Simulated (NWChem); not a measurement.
System: BeSiH3OI; SMILES [O]([SiH3])[Be][I]

NWChem input:

```
start job
memory heap 200 mb stack 900 mb global 1100 mb
geometry units angstroms noautosym nocenter noautoz
  Be     0.036195     0.557103    -0.000483
  I      0.084372    -1.616006    -0.000987
  O      0.004260     1.968220     0.000543
  Si    -0.034976     3.624046     0.003031
  H     -0.757370     4.110338    -1.209169
  H      1.358508     4.158827    -0.005153
  H     -0.741757     4.107689     1.225473
end
basis spherical
  * library def2-svpd
end
ecp
  I library def2-ecp
end
dft
  xc xpbe96 cpbe96
  iterations 150
end
tddft
  cis
  nroots 6
  notriplet
end
task tddft energy
```

Parts of the log:

```
             Northwest Computational Chemistry Package (NWChem) 7.3.0
             --------------------------------------------------------

                             Geometry "geometry" -> ""
                             -------------------------

 Output coordinates in angstroms (scale by  1.889725989 to convert to a.u.)

  No.       Tag          Charge          X              Y              Z
 ---- ---------------- ---------- -------------- -------------- --------------
    1 Be                   4.0000     0.03619500     0.55710300    -0.00048300
    2 I                   53.0000     0.08437200    -1.61600600    -0.00098700
    3 O                    8.0000     0.00426000     1.96822000     0.00054300
    4 Si                  14.0000    -0.03497600     3.62404600     0.00303100
    5 H                    1.0000    -0.75737000     4.11033800    -1.20916900
    6 H                    1.0000     1.35850800     4.15882700    -0.00515300
    7 H                    1.0000    -0.74175700     4.10768900     1.22547300

 Effective nuclear repulsion energy (a.u.)     282.9083986983

 Summary of "ao basis" -> "ao basis" (spherical)
 ------------------------------------------------------------------------------
       Tag                 Description            Shells   Functions and Types
 ---------------- ------------------------------  ------  ---------------------
 Be                        def2-svpd                 6       12   3s3p
 I                         def2-svpd                13       35   5s5p3d
 O                         def2-svpd                 9       23   4s3p2d
 Si                        def2-svpd                10       24   5s3p2d
 H                         def2-svpd                 4        8   2s2p

            General Information
            -------------------
          SCF calculation type: DFT
          Wavefunction type:  closed shell.
          No. of atoms     :     7
          No. of electrons :    54
           Alpha electrons :    27
            Beta electrons :    27
          Charge           :     0
          Spin multiplicity:     1
          Use of symmetry is: off; symmetry adaption is: off
          Maximum number of iterations: 150
          AO basis - number of functions:   118
                     number of shells:    50
          Convergence on energy requested:  1.00D-06
          Convergence on density requested:  1.00D-05
          Convergence on gradient requested:  5.00D-04

[...]

                                NWChem TDDFT Module
                                -------------------

            General Information
            -------------------
           No. of orbitals :     236
            Alpha orbitals :     118
             Beta orbitals :     118
        Alpha frozen cores :       0
         Beta frozen cores :       0
     Alpha frozen virtuals :       0
      Beta frozen virtuals :       0
         Spin multiplicity :       1
    Number of AO functions :     118
        Use of symmetry is : off
      Symmetry adaption is : off
         Schwarz screening :  0.10D-07

              XC Information
              --------------
   PerdewBurkeErnzerhof Exchange Functional   1.00
     Perdew 1991 LDA Correlation Functional   1.00 local
    PerdewBurkeErnz. Correlation Functional   1.00 non-local

             TDDFT Information
             -----------------
          Calculation type : Tamm-Dancoff TDDFT
         Wavefunction type : Restricted singlets
          No. of electrons :      54
           Alpha electrons :      27
            Beta electrons :      27
              No. of roots :       6
          Max subspacesize :    5200
            Max iterations :     100
               Target root :       1
           Target symmetry : none
      Symmetry restriction : off
                 Algorithm : Optimal
        Davidson threshold :  0.10D-03

    6 smallest eigenvalue differences (eV)
--------------------------------------------------------
  No. Spin  Occ  Vir  Irrep   E(Occ)    E(Vir)   E(Diff)
--------------------------------------------------------
    1    1   27   28 a        -0.249    -0.051     5.379
    2    1   26   28 a        -0.249    -0.051     5.379
    3    1   27   29 a        -0.249    -0.027     6.027
    4    1   26   29 a        -0.249    -0.027     6.027
    5    1   27   30 a        -0.249    -0.027     6.027
    6    1   26   30 a        -0.249    -0.027     6.027
--------------------------------------------------------

  Entering Davidson iterations
  Restricted singlet excited states

  Iter   NTrls   NConv    DeltaV     DeltaE      Time
  ----  ------  ------  ---------  ---------  ---------
    1      6       0     0.14E+00   0.10+100       21.3
    2     12       1     0.54E-01   0.27E-01       20.9
    3     17       1     0.33E-01   0.18E-01       19.2
    4     22       5     0.86E-02   0.24E-02       19.1
    5     23       5     0.48E-02   0.11E-03       15.5
    6     24       5     0.14E-02   0.32E-04       15.0
    7     25       5     0.48E-03   0.20E-05       15.7
    8     26       6     0.82E-04   0.23E-06       16.4
  ----  ------  ------  ---------  ---------  ---------
  Convergence criterion met

  Ground state a        -678.680431205825 a.u.

  ----------------------------------------------------------------------------
  Root   1 singlet a              0.200188457 a.u.                5.4474 eV
  ----------------------------------------------------------------------------
     Transition Moments    X  0.37011   Y  0.00825   Z  0.24966
     Dipole Oscillator Strength                    0.0266093164
     Electric Quadrupole                           0.0000000765
     Magnetic Dipole                               0.0000001231
     Total Oscillator Strength                     0.0266095160

[...]
```

Level: PBE/def2-SVPD with def2 effective core potentials on I, TDA. Coordinates come from a PBE0/def2-SVP optimisation. Not confirmed as a minimum by frequencies. def2 effective core potentials on I; no spin-orbit coupling.
